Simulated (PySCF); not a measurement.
Compound: C9H11P.
Numbering: `[CH3:1][c:2]1[cH:3][p:4][cH:5][c:6]([CH:7]2[CH2:8][CH2:9]2)[cH:10]1`

Definitions: NICS(0) = −σiso at the ring centroid; NICS(1) = −σiso and NICS(1)zz = −σzz at ±1 Å along the ring normal z. Level: GIAO PBE0/pcSseg-1 (PySCF, non-relativistic, gas phase) on the GFN2-xTB geometry, one conformer.

Ring bond lengths (Å), with Mayer bond orders in brackets: C2–C3 1.384 (1.45), C3–P4 1.729 (1.33), P4–C5 1.729 (1.33), C5–C6 1.386 (1.44), C6–C10 1.393 (1.38), C10–C2 1.388 (1.39); C7–C8 1.507 (0.93), C8–C9 1.491 (0.97), C9–C7 1.507 (0.93).

Q: What do the NICS probes read (ppm)?

A: 
```tsv
ring	type	NICS(0)	NICS(1), two faces	NICS(1)zz, two faces	rms pucker (Å)	centre to ring atoms, mean (Å)
C2–C3–P4–C5–C6–C10	6-membered ring with P; formal bonds all aromatic	-7.1	-10.3 / -10.2	-24.8 / -24.5	0.00	1.49
C7–C8–C9	3-membered carbocycle; formal bonds all single	-42.8	-8.0 / -7.4	-23.9 / -24.4	0.00	0.87
```

Q: What do they say, and how far can they be read as aromaticity?

A: 
- C2–C3–P4–C5–C6–C10: mean NICS(1)zz -24.6 ppm, shielded.
- C7–C8–C9: mean NICS(1)zz -24.2 ppm, shielded. C7, C8, C9 have four or more neighbours, so the value isn't read as a sign of a π ring current. NICS(0) lies 35 ppm below the mean NICS(1).

Q: What does the geometric index give? HOMA = 1 − mean of α(R − Ropt)² over the ring bonds, with Krygowski's 1993 parameters (CC: Ropt 1.388 Å, α 257.7 Å⁻²; CP: Ropt 1.698 Å, α 118.91 Å⁻²).

A: 
- C2–C3–P4–C5–C6–C10: HOMA 0.96; the largest term is that of C3–P4, α(R − Ropt)² = 0.12.

Q: How shielded are the nuclei of the rings and their hydrogens (means over atoms taken as equivalent)?

A: 
```tsv
atoms	environment	σ isotropic (ppm)	principal values of the symmetric part, first atom (ppm)
C2	substituted aromatic carbon	38.9	-67.8, 7.9, 176.5
C3	aromatic CH carbon	26.8	-129.0, 39.9, 169.6
P4	phosphorus bonded to 2 C	84.9	-198.1, -59.0, 511.6
C5	aromatic CH carbon	36.3	-122.8, 41.7, 190.1
C6	substituted aromatic carbon	30.8	-62.8, -15.6, 170.9
C7	benzylic-type carbon	166.1	135.9, 141.5, 220.9
C8 (×2)	three-membered-ring carbon	171.8	136.0, 174.0, 205.3
C10	aromatic CH carbon	50.1	-46.1, 52.0, 144.3
H on C3	aromatic hydrogen	22.95	19.7, 20.6, 28.5
H on C5	aromatic hydrogen	23.69	18.3, 20.3, 32.5
H on C7	methine hydrogen	30.01	21.6, 29.5, 38.9
H on C8 (×2)	methylene hydrogen	30.63	24.5, 26.5, 40.9
H on C8 (×2)	methylene hydrogen	30.92	24.8, 29.7, 38.3
H on C10	aromatic hydrogen	24.17	19.8, 21.8, 31.0
```

The list is cut; further classes of hydrogen are left out.

The values belong to the conformer `[CH3:1][c:2]1[cH:3][p:4][cH:5][c:6]([CH:7]2[CH2:8][CH2:9]2)[cH:10]1`: C5–C6–C7–C8 35°.
